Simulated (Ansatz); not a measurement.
Calculated with Ansatz (gas phase, PBE0-D4/def2-TZVP geometries, no zero-point term in ΔE). CCSD(T)/CBS is the MP2 limit (def2-TZVPP, def2-QZVPP) plus CCSD(T) − MP2 in def2-TZVPP, frozen cores. DFT in def2-TZVPP. B3LYP here is the variant with VWN-RPA as its local correlation; programs differ in this. Elements past krypton have def2 core potentials. For Ge, Sn outer-core shells are correlated without core-valence functions, which leaves a few kJ/mol of doubt a bond. Scalar relativity is left out up to krypton. Each species was taken in one conformer, which may not be the lowest.

`C[O][Sn][Cl]` + `C[O][GeH]([OH])[O]C` → `C[O][Sn][OH]` + `C[O][GeH]([Cl])[O]C`  (redistribution)

```json
{"level": "PBE-D4", "ΔE (kJ/mol)": "31.4"}
{"level": "B3LYP-D4", "ΔE (kJ/mol)": "35.8"}
{"level": "ωB97M-V", "ΔE (kJ/mol)": "33.9"}
{"level": "B2PLYP", "ΔE (kJ/mol)": "35.7"}
{"level": "MP2/def2-TZVPP", "ΔE (kJ/mol)": "34.1"}
{"level": "CCSD/def2-TZVPP", "ΔE (kJ/mol)": "36.8"}
{"level": "HF/CBS(def2)", "ΔE (kJ/mol)": "46.5"}
{"level": "CCSD/CBS(def2)", "ΔE (kJ/mol)": "37.5"}
```

(1) What does CCSD(T)/CBS give? (Estimate.)

Largest T1 diagnostic among the species: 0.017.

Answers

(1) Computed: +35.7 kJ/mol. The listed levels differ from it by -4.3, 0.1, -1.8, 0.0, -1.6, 1.1, 10.8, 1.8 kJ/mol.

From PBE to PBE0 (25 % exact exchange), in def2-TZVPP and without D4, ΔE moves by +4.2 kJ/mol. In def2-TZVPP, CCSD(T) changes the Hartree–Fock value by −11.6 kJ/mol (the triples alone add −1.8 kJ/mol) and MP2 by −12.5 kJ/mol.
